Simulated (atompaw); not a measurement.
**u(r) = r·R(r): atom against pseudo-atom (technetium)**

Columns: radius, all-electron u(r) and pseudo u(r) of the 4s shell (level -89.54 eV) of technetium in the configuration [Ar] 3d10 4s2 4p6 4d5 5s0 5p0; PBEsol, scalar-relativistic, PAW (atompaw) scheme, atompaw 4.2.0.5.

```tsv
r (bohr)	all-electron	pseudo
0.087	0.3783	0.2332
0.173	0.0120	0.4554
0.260	-0.5266	0.6641
0.346	-0.5882	0.8474
0.433	-0.2993	1.0039
0.519	0.1099	1.1259
0.606	0.5013	1.2138
0.692	0.8009	1.2650
0.779	1.0001	1.2817
0.865	1.1037	1.2663
0.952	1.1328	1.2225
1.038	1.1071	1.1565
1.125	1.0445	1.0723
1.212	0.9604	0.9768
1.298	0.8669	0.8769
1.385	0.7698	0.7755
1.471	0.6763	0.6790
1.558	0.5875	0.5883
1.644	0.5071	0.5072
1.731	0.4341	0.4341
1.817	0.3702	0.3702
1.904	0.3136	0.3136
1.990	0.2651	0.2651
2.077	0.2228	0.2228
2.163	0.1871	0.1871
2.250	0.1563	0.1563
```

(1) How many radial nodes do the two functions have?

(2) At about which radius was the pseudo-wave matched?

(3) Is the pseudo-wave norm-conserving?

## Answers

(1) The all-electron 4s function has n − l − 1 = 3 (the table is too coarse to show those close to the nucleus); the pseudo-wave has 0, since the states of the same l below it are removed with the core.

(2) 1.70 bohr, where the columns begin to agree (steps of 0.09 bohr).

(3) No, it belongs to a PAW set: the norm inside the radius is not constrained, and the difference is carried by the augmentation charge.
